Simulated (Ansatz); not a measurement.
Reaction (formal exchange of groups at a C–C bond): `C[CH2][GaH][Cl]` + SiH₄ → `[SiH3][CH2][GaH][Cl]` + CH₄

Calculated with Ansatz (gas phase, PBE0-D4/def2-TZVP geometries, no zero-point term in ΔE). CCSD(T)/CBS is the MP2 limit (def2-TZVPP, def2-QZVPP) plus CCSD(T) − MP2 in def2-TZVPP, frozen cores. This one scheme is used for every species. DFT in def2-TZVPP. B3LYP here is the variant with VWN-RPA as its local correlation; programs differ in this. HSE06 is defined as in plane-wave codes. For Ga outer-core shells are correlated without core-valence functions, which leaves a few kJ/mol of doubt a bond. Scalar relativity is left out up to krypton. Each species was taken in one conformer, which may not be the lowest.

Problem. Is it downhill or uphill in electronic energy at CCSD(T)/CBS, and by how much? (An estimate is asked.)

Solution. The calculation gave: Downhill: ΔE = -16.5 kcal/mol.

Problem. What do these levels give: LDA (SPW92), revPBE-D4, BHLYP-D4, revPBE, BLYP, PBE0, B3LYP, HSE06, BHLYP, RPA@PBE/def2-TZVPP, CCSD/def2-SVP, SCS-MP2/def2-QZVPP? (Best estimate.)

Solution. The calculation gave: LDA (SPW92) -15.3, revPBE-D4 -15.7, BHLYP-D4 -16.5, revPBE -15.2, BLYP -14.5, PBE0 -15.8, B3LYP -15.0, HSE06 -15.8, BHLYP -15.2, RPA@PBE/def2-TZVPP -14.8, CCSD/def2-SVP -13.2, SCS-MP2/def2-QZVPP -16.3 kcal/mol.

Largest T1 diagnostic among the species: 0.012.

In def2-TZVPP, CCSD(T) changes the Hartree–Fock value by −1.6 kcal/mol (the triples alone add −0.3 kcal/mol) and MP2 by −2.6 kcal/mol. The D4 term adds −1.0 kcal/mol with B3LYP and −0.6 kcal/mol with PBE0; it sums over pairs of atoms, weighted by their polarisabilities, and B3LYP, whose exchange is more repulsive, gets the larger term.
